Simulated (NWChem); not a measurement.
System: C2H8BP; SMILES CB(C)P

The following NWChem deck was run.

```
start job
memory heap 200 mb stack 900 mb global 1100 mb
geometry units angstroms noautosym nocenter noautoz
  B      0.002464    -0.440477    -0.016396
  C      1.358364    -1.237108    -0.005698
  H      1.297097    -2.134847    -0.643859
  H      1.507829    -1.619060     1.022241
  H      2.256421    -0.664693    -0.278963
  C     -1.368848    -1.206663     0.056460
  H     -1.608314    -1.505175    -0.982952
  H     -2.222274    -0.613681     0.417094
  H     -1.306927    -2.144045     0.633069
  P      0.022950     1.464309     0.067563
  H     -1.126909     1.797870    -0.700989
  H      1.013078     1.783360    -0.902576
end
basis spherical
  * library sto-3g
end
dft
  xc hfexch
  iterations 150
end
property
  shielding
  efieldgrad
end
task dft property
```

NWChem printed, in part:

```
             Northwest Computational Chemistry Package (NWChem) 7.3.0
             --------------------------------------------------------

                             Geometry "geometry" -> ""
                             -------------------------

 Output coordinates in angstroms (scale by  1.889725989 to convert to a.u.)

  No.       Tag          Charge          X              Y              Z
 ---- ---------------- ---------- -------------- -------------- --------------
    1 B                    5.0000     0.00246400    -0.44047700    -0.01639600
    2 C                    6.0000     1.35836400    -1.23710800    -0.00569800
    3 H                    1.0000     1.29709700    -2.13484700    -0.64385900
    4 H                    1.0000     1.50782900    -1.61906000     1.02224100
    5 H                    1.0000     2.25642100    -0.66469300    -0.27896300
    6 C                    6.0000    -1.36884800    -1.20666300     0.05646000
    7 H                    1.0000    -1.60831400    -1.50517500    -0.98295200
    8 H                    1.0000    -2.22227400    -0.61368100     0.41709400
    9 H                    1.0000    -1.30692700    -2.14404500     0.63306900
   10 P                   15.0000     0.02295000     1.46430900     0.06756300
   11 H                    1.0000    -1.12690900     1.79787000    -0.70098900
   12 H                    1.0000     1.01307800     1.78336000    -0.90257600

 Effective nuclear repulsion energy (a.u.)     145.4983804329

  xc_inp: hfexch multiplicative factor not found.
                              NWChem Property Module
                              ----------------------

  itol2e modified to match energy
  convergence criterion.

                                 NWChem DFT Module
                                 -----------------

 Summary of "ao basis" -> "ao basis" (spherical)
 ------------------------------------------------------------------------------
       Tag                 Description            Shells   Functions and Types
 ---------------- ------------------------------  ------  ---------------------
 B                           sto-3g                  3        5   2s1p
 C                           sto-3g                  3        5   2s1p
 H                           sto-3g                  1        1   1s
 P                           sto-3g                  5        9   3s2p

  itol2e modified to match energy
  convergence criterion.

[...]

          -----------------------------------------
          Chemical Shielding Tensors (GIAO, in ppm)
          -----------------------------------------

                                NWChem CPHF Module
                                ------------------

  scftype          =     RHF
  nclosed          =       20
  nopen            =        0
  variables        =      240
  # of vectors     =        3
  tolerance        = 0.10D-03
  level shift      = 0.00D+00
  max iterations   =       50
  max subspace     =       30

 SCF residual:    1.2365587166633754E-005

Iterative solution of linear equations
  No. of variables      240
  No. of equations        3
  Maximum subspace       30
        Iterations       50
       Convergence  1.0D-04

   iter   nsub   residual    time
   ----  ------  --------  ---------
     1      3    2.04D+00       3.3
     2      6    3.46D-01       3.5
     3      9    4.34D-02       3.6
     4     12    5.61D-03       3.8
     5     15    9.83D-04       4.0
     6     18    1.28D-04       4.2
     7     21    2.40D-05       4.3

      Atom:    1  B
        Diamagnetic
    201.4573     -0.0569     -0.1662
     -0.0569    201.1487     -0.1286
     -0.1662     -0.1286    186.3575

        Paramagnetic
   -266.6913      0.2286     13.1480
      0.2286   -194.1225      4.4740
     13.1480      4.4740    -31.4339

        Total Shielding Tensor
    -65.2341      0.1717     12.9818
      0.1717      7.0262      4.3454
     12.9818      4.3454    154.9236

           isotropic =      32.2386
          anisotropy =     185.3624

          Principal Components and Axis System
                 1           2           3
              155.8135    -65.9970      6.8992

      1         0.0586      0.9983     -0.0029
      2         0.0292      0.0011      0.9996
      3         0.9979     -0.0587     -0.0291

      Atom:    2  C
        Diamagnetic
    250.7541     -4.7446     -0.0702
     -4.7446    245.9815     -0.2555
     -0.0702     -0.2555    241.0840

        Paramagnetic
    -21.7417      0.3090     -1.6440
      0.3090    -23.2731      0.3707
     -1.6440      0.3707     -5.7394

        Total Shielding Tensor
    229.0124     -4.4356     -1.7142
     -4.4356    222.7085      0.1152
     -1.7142      0.1152    235.3446

           isotropic =     229.0218
          anisotropy =      10.3374

          Principal Components and Axis System
                 1           2           3
              235.9134    230.7648    220.3872

      1        -0.3063      0.8311      0.4641
      2         0.1111     -0.4530      0.8846
      3         0.9454      0.3225      0.0464

      Atom:    3  H
        Diamagnetic
     27.9085     -1.8353     -0.6470
     -1.8353     35.5734      6.6192
     -0.6470      6.6192     29.0822

        Paramagnetic
      1.9062      1.7497     -0.0199
      1.7497     -0.4535     -1.3001
     -0.0199     -1.3001      1.7467

        Total Shielding Tensor
     29.8147     -0.0856     -0.6669
     -0.0856     35.1200      5.3191
     -0.6669      5.3191     30.8290

           isotropic =      31.9212
          anisotropy =      10.2164

          Principal Components and Axis System
                 1           2           3
               38.7321     29.8885     27.1430

      1        -0.0499      0.9811      0.1868
      2         0.8266      0.1455     -0.5436
      3         0.5605     -0.1273      0.8183

      Atom:    4  H
        Diamagnetic
     28.3083     -2.5381      3.3425
     -2.5381     28.0210     -5.2861
      3.3425     -5.2861     35.7973

[...]
```

Level: Hartree-Fock/STO-3G, GIAO. STO-3G and 3-21G are far too small for this property and stand as cheap habits. Coordinates come from a PBE0/def2-SVP optimisation. NWChem prints the field gradient with the sign opposite to the second derivative of the potential. The printed shielding anisotropy is the first printed principal value minus the mean of the other two.
